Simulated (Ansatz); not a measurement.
Start from `O/C(Cl)=C/[SiH3]` and change one atom or group to get `O/C([SiH3])=C/[SiH3]`.

Ansatz, PBE0-D4/def2-TZVP geometries, multiplicity 1. Each molecule was computed in one conformer, which needn't be the lowest.

```json
{"property": "HOMO–LUMO gap (PBE0/def2-TZVPP) / eV", "`O/C(Cl)=C/[SiH3]`": "6.79"}
{"property": "LUMO energy (PBE0/def2-TZVPP) / eV", "`O/C(Cl)=C/[SiH3]`": "-0.33"}
{"property": "HOMO energy (PBE/def2-TZVPP) / eV", "`O/C(Cl)=C/[SiH3]`": "-5.95"}
{"property": "HOMO energy (PBE0/def2-TZVPP) / eV", "`O/C(Cl)=C/[SiH3]`": "-7.12"}
{"property": "size of the dipole moment (B3LYP/def2-TZVPP) / D", "`O/C(Cl)=C/[SiH3]`": "1.62"}
{"property": "HOMO–LUMO gap (B3LYP/def2-TZVPP) / eV", "`O/C(Cl)=C/[SiH3]`": "6.36"}
```

(1) Give the same properties after the change, and the shifts. (Estimate.)

Answers

(1) Ansatz gave: 
```tsv
property	`O/C([SiH3])=C/[SiH3]`	shift
HOMO–LUMO gap (PBE0/def2-TZVPP) / eV	6.39	-0.40
LUMO energy (PBE0/def2-TZVPP) / eV	-0.73	-0.40
HOMO energy (PBE/def2-TZVPP) / eV	-5.96	-0.01
HOMO energy (PBE0/def2-TZVPP) / eV	-7.12	0.00
size of the dipole moment (B3LYP/def2-TZVPP) / D	1.23	-0.39
HOMO–LUMO gap (B3LYP/def2-TZVPP) / eV	5.98	-0.38
```

Dipoles are sizes alone; their direction can turn.

B3LYP here is the variant with VWN-RPA as its local correlation; programs differ in this.
